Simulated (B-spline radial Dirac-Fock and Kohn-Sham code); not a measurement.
**Relativistic shifts of the levels of Cu⁵⁺**

System: Cu⁵⁺, configuration [Ar] 3d6.

Both columns are ΔSCF binding energies of the configuration average from a radial finite-basis atomic code: non-relativistic Hartree-Fock with a point nucleus, and Dirac-Fock with a finite nucleus and the Coulomb interaction alone, averaged over the two j levels with weights 2j+1.

```
shell  Hartree-Fock (eV)  Dirac-Fock (eV)  shift (eV)  shift (%)
   1s             9008.3           9112.1     +103.83      +1.15
   2s             1197.7           1220.2      +22.50      +1.88
   2p             1054.1           1058.8       +4.63      +0.44
   3s              229.4            233.2       +3.85      +1.68
   3p              181.8            182.7       +0.88      +0.48
   3d              107.1            106.5       -0.57      -0.53
```

Relativity binds 1s, 2s, 2p, 3s, 3p more strongly, among those listed most of all 2s in relative terms, and 3d more weakly, because the contracted s and p shells screen the nucleus better.

Values without a named source are computed, but for edge energies of neutral atoms, which are taken from tables.
